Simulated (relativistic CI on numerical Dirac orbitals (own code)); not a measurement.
# Level scheme of Tm⁴⁷⁺

These numbers are calculated, not measured: Dirac-Coulomb-Breit CI, separate exchange-only KLI orbitals for each configuration, model QED, unscaled Slater integrals (own radial code, finite nucleus).

Configurations in the expansion (outside the closed core [Ne]): 3s2 3p6 3d4, 3s2 3p5 3d5, 3s 3p6 3d5, 3s2 3p6 3d3 4s, 3s2 3p6 3d3 4p, 3s2 3p6 3d3 4d, 3s2 3p5 3d4 4s, 3s2 3p6 3d3 4f, 3s2 3p5 3d4 4p, 3s 3p6 3d4 4s, 3p6 3d5 4p, 3s 3p6 3d4 4p, 3s2 3p6 3d2 4s 4p, 3s2 3p6 3d3 5s, 3s 3p6 3d4 4d, 3s2 3p6 3d3 5p, 3s2 3p6 3d3 5d, 3s2 3p6 3d3 5g, 3s2 3p6 3d3 6s, 3p6 3d6, 3p5 3d7, 3p5 3d6 4s, 3p6 3d5 4s, 3p5 3d5 4s2, 3s2 3p6 3d2 4s2, 3s2 3p6 3d 4s2 4p, 3s2 3p6 3d 4s2 4d, 3s2 3p6 3d2 4p2, 3s2 3p6 3d 4s 4p2, 3s2 3p6 3d 4p3, 3s2 3p6 3d 4p2 4d, 3s2 3p5 3d2 4s 4p2, 3s2 3p6 3d2 4s 4d, 3s2 3p6 3d 4s 4p 4d, 3s2 3p6 3d 4s 4d2, 3s2 3p5 3d2 4s2 4d, 3s 3p6 3d3 4s2, 3s 3p6 3d2 4s2 4p, 3s 3p6 3d2 4s2 4d. Double excitations out of closed p, d and f shells are left out; levels of such configurations are missing from the list, as are those of other unlisted configurations, and high levels can miss mixing partners. These lack a partner that the ground configuration has and come out too high: 3s2 3p5 3d4 4p.

The lowest level is 3s2 3p6 3d4 3P_0, with 59 % of that term; Hund's rules for 3s2 3p6 3d4 give 5D with J = 0, of which the calculation keeps J, while another term leads.

```tsv
No.	Configuration	Term	J	E (eV)	%	Next component (%)	Lifetime (s)
1	3s2 3p6 3d4	3P	0	0.000	59	28 5D	
2	3s2 3p6 3d4	5D	1	43.498	60	40 3P	9.14e-07
3	3s2 3p6 3d4	3F	4	54.878	29	23 3H	
4	3s2 3p6 3d4	5D	2	56.926	41	16 3F	4.33e-05
5	3s2 3p6 3d4	3F	3	60.367	29	22 5D	9.13e-04
6	3s2 3p6 3d4	5D	0	95.539	66	22 1S	3.33e-07
7	3s2 3p6 3d4	5D	2	96.821	47	19 3F	4.98e-07
8	3s2 3p6 3d4	3H	4	98.000	40	37 5D	8.88e-07
9	3s2 3p6 3d4	5D	3	99.988	48	35 3G	8.98e-07
10	3s2 3p6 3d4	3H	5	103.612	67	33 3G	1.75e-06
11	3s2 3p6 3d4	1I	6	106.287	51	49 3H	9.72e-03
12	3s2 3p6 3d4	3P	1	108.154	43	39 3D	8.10e-07
13	3s2 3p6 3d4	3G	4	111.681	56	38 1G	4.38e-06
14	3s2 3p6 3d4	3F	3	111.804	44	25 3D	1.22e-06
15	3s2 3p6 3d4	3D	2	113.588	33	31 3F	2.89e-06
16	3s2 3p6 3d4	3F	2	125.669	49	29 3P	5.90e-07
17	3s2 3p6 3d4	3F	4	130.185	65	24 1G	1.98e-06
18	3s2 3p6 3d4	3P	2	141.860	37	37 1D	7.22e-06
19	3s2 3p6 3d4	5D	4	150.953	33	24 3H	3.89e-07
20	3s2 3p6 3d4	3F	3	152.098	44	27 5D	3.43e-07
21	3s2 3p6 3d4	3P	0	154.624	62	38 1S	1.09e-06
22	3s2 3p6 3d4	3D	1	157.114	53	27 3P	2.68e-07
23	3s2 3p6 3d4	3G	5	157.266	67	33 3H	7.04e-07
24	3s2 3p6 3d4	3H	6	157.869	51	49 1I	8.30e-07
25	3s2 3p6 3d4	3F	2	165.785	48	39 3P	4.10e-07
26	3s2 3p6 3d4	3D	3	167.543	36	34 1F	5.72e-07
27	3s2 3p6 3d4	1S	0	176.725	78	17 3P	8.49e-07
28	3s2 3p6 3d4	3F	3	181.694	65	31 1F	6.79e-07
29	3s2 3p6 3d4	3P	1	182.378	90	8 3D	4.53e-07
30	3s2 3p6 3d4	1G	4	182.643	68	22 3F	5.40e-07
31	3s2 3p6 3d4	1D	2	186.775	65	25 3P	6.27e-07
32	3s2 3p6 3d4	3F	4	211.676	47	21 1G	2.58e-07
33	3s2 3p6 3d4	1D	2	222.516	37	24 3D	2.50e-07
34	3s2 3p6 3d4	3P	0	247.451	49	49 1S	1.90e-07
35	3p5 3d5(4P)	5D°	4	318.529	33	23 3F°	1.31e-10
36	3p5 3d5(4P)	3P°	2	325.545	25	16 3D°	1.13e-10
37	3p5 3d5(2D)	3D°	3	333.316	28	24 5P°	1.47e-10
38	3p5 3d5(6S)	7P°	4	358.692	41	15 3G°	7.72e-11
39	3p5 3d5(2F)	3D°	1	363.933	37	18 3P°	8.08e-13
40	3s2 3p5 3d5	5P°	3	365.583	21	18 7P°	6.80e-11
41	3p5 3d5(4D)	5F°	5	368.855	35	30 5G°	7.27e-11
42	3p5 3d5(4G)	5G°	6	369.594	39	33 3H°	1.11e-10
43	3p5 3d5(2F)	3F°	2	370.158	24	21 5P°	2.22e-11
44	3p5 3d5(4D)	5P°	1	371.621	43	26 3P°	6.61e-11
45	3p5 3d5(2H)	3I°	7	374.727	42	41 5H°	1.47e-10
46	3p5 3d5(4P)	5D°	3	374.754	29	21 5F°	2.21e-11
47	3p5 3d5(2F)	3F°	4	374.888	37	23 5G°	6.57e-11
48	3p5 3d5(2D)	3F°	4	382.519	30	26 5F°	1.27e-11
49	3p5 3d5(2S)	3P°	2	382.571	22	18 5P°	7.91e-12
50	3p5 3d5(2F)	3F°	3	383.658	32	19 3D°	2.50e-11
51	3p5 3d5(2H)	3H°	5	384.701	27	27 3G°	2.92e-11
52	3p5 3d5(4G)	3H°	6	384.875	44	20 5G°	1.72e-10
53	3p5 3d5(2F)	3F°	4	387.192	26	25 3G°	9.86e-11
54	3p5 3d5(4P)	3D°	2	389.883	31	23 3F°	9.06e-12
55	3p5 3d5(2F)	3G°	5	390.100	42	22 3H°	5.05e-12
56	3p5 3d5(4D)	3D°	1	390.935	44	21 3P°	2.72e-11
57	3p5 3d5(2G)	3F°	2	394.773	27	21 1D°	5.63e-12
58	3p5 3d5(4G)	3G°	3	401.727	20	15 1F°	2.43e-12
59	3p5 3d5(2D)	3D°	2	404.265	38	15 3P°	6.21e-12
60	3p5 3d5(4G)	3G°	5	405.595	30	20 1H°	3.06e-12
61	3p5 3d5(4D)	3P°	0	406.970	49	49 5D°	9.81e-13
62	3p5 3d5(6S)	7P°	4	409.247	23	21 3F°	7.57e-12
63	3p5 3d5(2D)	3P°	1	409.689	31	29 3D°	6.23e-12
64	3p5 3d5(2D)	3F°	4	412.290	25	25 3G°	2.17e-12
65	3p5 3d5(4G)	5F°	1	412.822	28	19 3P°	8.24e-13
66	3p5 3d5(2D)	3F°	3	413.561	43	17 1F°	4.55e-12
67	3p5 3d5(2D)	3P°	0	413.878	61	36 5D°	4.49e-12
68	3p5 3d5(4D)	5F°	5	415.565	44	17 5G°	3.82e-11
69	3p5 3d5(4G)	5F°	2	417.330	34	21 3D°	9.07e-13
70	3p5 3d5(4G)	5F°	3	418.093	22	18 3G°	1.18e-12
```

Energies count from the lowest computed level; ° marks odd parity; lifetimes are radiative, by E1, M1, E2, M2, E3 decay to levels of this space only; some are left blank where a channel outside the calculation adds to the decay or the decay crosses a small, uncertain gap. Percentages are summed over parent terms; the parents shown are those of the largest component, closed shells are left out there.

The mean weight of the leading LS term, summed over parents, in these 70 levels is 42 %, and that of the leading jj configuration (from the same eigenvectors) 91 %, so jj coupling describes them better and the LS labels are nominal.

At this charge energies of transitions that change n are usually good to better than 1 %, and those within a shell (Δn = 0) to a few per cent.

LS names give the leading component of a level, which can be under half, so a name can repeat, a term be missing and a line seem to break the LS rules.
